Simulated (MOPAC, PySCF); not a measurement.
C$_{3}$H$_{8}$Si, SMILES `[SiH3]CC=C` (C–C–C–Si torsion 106°), neutral singlet in the gas phase. 

Cartesian coordinates (Å):
SMILES: [SiH3]CC=C
```xyz
12

C      1.9669    -0.4333     0.4437
C      0.9171    -0.4872    -0.3835
C     -0.0946     0.5966    -0.5752
Si    -1.7453     0.1522     0.2520
H      2.1810     0.4585     1.0381
H      2.6482    -1.2775     0.5525
H      0.7445    -1.4069    -0.9541
H      0.2587     1.5499    -0.1515
H     -0.2982     0.7643    -1.6461
H     -2.7816     1.1888    -0.0556
H     -2.2297    -1.1704    -0.2537
H     -1.5669     0.0650     1.7334
```
Charge 0, spin multiplicity 1.

All levels are single points at this geometry (PBE-D3(BJ)/def2-TZVP); Pople sets use spherical d functions. Orbital energies aren't observables, and empty levels follow the basis.

HF/6-31G* in PySCF gives dipole (D) = 0.54.

Task: Estimate the dipole (D) from each of these levels: PBE-D3(BJ)/def2-TZVP in PySCF; B3LYP/3-21G in PySCF; B3LYP/6-311+G** in PySCF; B3LYP/6-31G* in PySCF; B3LYP/LANL2DZ in PySCF; M06-2X/6-31G* in PySCF; PBE/6-31G* in PySCF; SVWN5/6-31G* in PySCF; AM1 in MOPAC; PM3 in MOPAC; PM6 in MOPAC; PM7 in MOPAC.

Result: 
```csv
level,dipole (D)
PBE-D3(BJ)/def2-TZVP in PySCF,0.58
B3LYP/3-21G in PySCF,0.49
B3LYP/6-311+G** in PySCF,0.53
B3LYP/6-31G* in PySCF,0.60
B3LYP/LANL2DZ in PySCF,0.43
M06-2X/6-31G* in PySCF,0.52
PBE/6-31G* in PySCF,0.63
SVWN5/6-31G* in PySCF,0.63
AM1 in MOPAC,0.19
PM3 in MOPAC,0.32
PM6 in MOPAC,0.71
PM7 in MOPAC,0.50
```
